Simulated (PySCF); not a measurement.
Isomers of C2H11NOSi2 side by side.

PySCF, CAM-B3LYP/def2-SVPD, density fitting, gas phase; each molecule at its own PBE0-D3(BJ)/def2-SVP geometry, one conformer. Singlet excitations by full TDDFT with frozen cores, triplets by Tamm–Dancoff TDDFT and ionisation energies by ΔSCF, from the lowest of the holes tried. 

Torsions of the conformers computed, which needn't be the lowest (atom-mapped SMILES):
- `[CH3:1][CH2:2][O:3][Si@@H:4]([NH2:5])[SiH3:6]`: C1–C2–O3–Si4 -171°, C2–O3–Si4–N5 59°, H–N5–Si4–O3 67°, H–N5–Si4–O3 -92°
- `[CH3:1][CH2:2][O:3][SiH2:4][SiH2:5][NH2:6]`: C1–C2–O3–Si4 82°, C2–O3–Si4–Si5 171°, O3–Si4–Si5–N6 -174°, H–N6–Si5–Si4 -167°, H–N6–Si5–Si4 55°
- `[CH3:1][CH2:2][O:3][SiH2:4][NH:5][SiH3:6]`: C1–C2–O3–Si4 -177°, C2–O3–Si4–N5 176°, O3–Si4–N5–Si6 -3°
- `[CH3:1][O:2][C@H:3]([SiH3:4])[SiH2:5][NH2:6]`: C1–O2–C3–Si4 -86°, O2–C3–Si5–N6 -51°, H–N6–Si5–C3 -178°, H–N6–Si5–C3 46°

The conformers of `N[SiH2]CC[SiH2]O` aren't listed.

Reference: `CCO[Si@@H](N)[SiH3]`, with HOMO energy -8.90 eV, LUMO energy 0.92 eV, lowest singlet excitation 6.51 eV, lowest triplet excitation 5.99 eV, mean polarisability 94.9 au and vertical ionisation energy 9.60 eV.

Changes against it:

```tsv
molecule	Δ electronic energy (kcal/mol)	Δ HOMO energy (eV)	Δ LUMO energy (eV)	Δ lowest singlet excitation (eV)	Δ lowest triplet excitation (eV)	Δ mean polarisability (au)	Δ vertical ionisation energy (eV)
CCO[SiH2]N[SiH3]	-9.5	+0.18	+0.09	-0.15	+0.04	-5.3	-0.15
CO[C@H]([SiH3])[SiH2]N	+41.2	+0.46	+0.11	-0.21	-0.05	-2.0	-0.52
```

Rows whose labels were lost:

```json
{"row": "P", "Δ electronic energy (kcal/mol)": "-12.7", "Δ HOMO energy (eV)": "-0.23", "Δ LUMO energy (eV)": "-0.18", "Δ lowest singlet excitation (eV)": "+0.30", "Δ lowest triplet excitation (eV)": "+0.47", "Δ mean polarisability (au)": "-5.7", "Δ vertical ionisation energy (eV)": "+0.26"}
{"row": "Q", "Δ electronic energy (kcal/mol)": "+7.8", "Δ HOMO energy (eV)": "+0.26", "Δ LUMO energy (eV)": "-0.37", "Δ lowest singlet excitation (eV)": "-0.71", "Δ lowest triplet excitation (eV)": "-0.61", "Δ mean polarisability (au)": "-0.6", "Δ vertical ionisation energy (eV)": "-0.17"}
```

Which row belongs to which of `CCO[SiH2][SiH2]N` and `N[SiH2]CC[SiH2]O`?

P = `N[SiH2]CC[SiH2]O` and Q = `CCO[SiH2][SiH2]N`. P and Q are told apart most clearly by the electronic energy (-12.7 against +7.8 kcal/mol).
